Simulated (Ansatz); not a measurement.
**From B to Ga: the atomisation energy (no zero-point term)**

Gas-phase molecules, one atom swapped for its congeners: BH(CH3)2(NH3); AlH(CH3)2(NH3); GaH(CH3)2(NH3). All are singlets with charge 0.

Shapes, held fixed at every level: PBE0-D4/def2-TZVP. Programs: Ansatz 0.2.0. Values in eV.

| level | BH(CH3)2(NH3) | AlH(CH3)2(NH3) | GaH(CH3)2(NH3) |
| --- | --- | --- | --- |
| HF/def2-TZVPP | 39.54 | 37.15 | 35.89 |
| r2SCAN-D4/def2-TZVPP | 52.75 | 49.76 | 48.61 |
| B3LYP-D4/def2-TZVPP | 52.92 | 49.90 | 48.64 |
| wB97X-V/def2-TZVPP | 52.75 | 49.88 | 48.74 |
| MP2/def2-TZVPP | 51.74 | 48.73 | 47.86 |
| CCSD(T)/def2-SVP | 50.38 | 47.34 | 46.30 |
| CCSD(T)/def2-TZVPP | 51.54 | 48.72 | 47.84 |

At CCSD(T)/def2-TZVPP the atomisation energy falls at every step, from 51.54 to 47.84 eV. Every level shows the same order. Relativity is left out for Ga. Outer-core shells of Ga are correlated in most correlated rows, in sets that cover them unevenly. Spin-orbit coupling, which grows down the group, is left out (summed over each molecule's free atoms 0.01, 0.02, 0.08 eV). Coupled cluster in double- or triple-zeta sets underbinds by a few per cent against its basis-set limit.
